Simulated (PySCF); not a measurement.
Compound: benzyldiethylphosphine oxide, C11H17OP.
SMILES: `CCP(=O)(CC)Cc1ccccc1`

Torsions of this conformer, `[CH3:1][CH2:2][P:3](=[O:4])([CH2:5][CH3:6])[CH2:7][c:8]1[cH:9][cH:10][cH:11][cH:12][cH:13]1`: C1–C2–P3–O4 47°, C2–P3–C5–C6 -76°, C2–P3–C7–C8 -58°, P3–C7–C8–C9 -90°.

The closed-shell ground state was solved at several levels (PySCF, density fitting, gas phase, non-relativistic). One conformer (not necessarily the lowest) at the PBE0-D3(BJ)/def2-SVP geometry, without solvent, vibrations or thermal averaging.

| level | basis functions | HOMO (eV) | LUMO (eV) | gap (eV) | dipole (D) |
| --- | --- | --- | --- | --- | --- |
| PBE0/pcSseg-1 | 313 | -6.93 | -0.60 | 6.33 | 4.11 |
| wB97X-D/def2-SVPD | 403 | -8.73 | 1.05 | 9.78 | 4.40 |

(1) Estimate the row for mPW1PW91/pcSseg-1, a basis of 313 functions; the other rows only guide the guess.

(2) Over all these levels, which gives the widest orbital gap and which the narrowest?

(3) How far do the dipole and the HOMO energy spread over the levels?

Answers

(1) HOMO -6.96 eV, LUMO -0.61 eV, gap 6.35 eV, dipole 4.13 D.

(2) wB97X-D/def2-SVPD (range-separated hybrid) has the widest, 9.78 eV, and PBE0/pcSseg-1 (global hybrid, 25 % exact exchange) the narrowest, 6.33 eV. Functional and basis both differ between the two, so the spread mixes both effects.

(3) The dipole runs from 4.11 to 4.40 D (mean 4.21 D) and the HOMO from -8.73 to -6.93 eV.
